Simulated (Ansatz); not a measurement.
Consider the hydrogenolysis of the In–N bond: `[NH2][InH][Br]` + H₂ → `[Br][InH2]` + NH₃.

Program: Ansatz. Geometries: PBE0-D4/def2-TZVP. ΔE: electronic, gas phase. CCSD(T)/CBS adds triple-zeta CCSD(T) − MP2 to the extrapolated MP2 energy (def2 sets, frozen cores). This one scheme is used for every species. DFT in def2-TZVPP. def2 core potentials past Kr. For Br, In outer-core shells are correlated without core-valence functions, which leaves a few kJ/mol of doubt a bond. Scalar relativity is left out up to krypton. One conformer a species, not always the lowest.

```tsv
level	ΔE (eV)
revPBE	-0.12
RPA@PBE/def2-TZVPP	-0.06
SCS-MP2/def2-QZVPP	0.02
CCSD/CBS(def2)	-0.05
```

(1) What does CCSD(T)/CBS give? (An estimate is asked.)

Largest T1 diagnostic among the species: 0.013.

Answers

(1) Computed: +0.01 eV. The listed levels differ from it by -0.13, -0.07, 0.01, -0.06 eV.

The D4 term adds +0.06 eV with B3LYP and +0.03 eV with PBE0; it sums over pairs of atoms, weighted by their polarisabilities, and B3LYP, whose exchange is more repulsive, gets the larger term. In def2-TZVPP, CCSD(T) changes the Hartree–Fock value by +0.23 eV (the triples alone add +0.05 eV) and MP2 by +0.33 eV.

B3LYP here is the variant with VWN-RPA as its local correlation; programs differ in this.
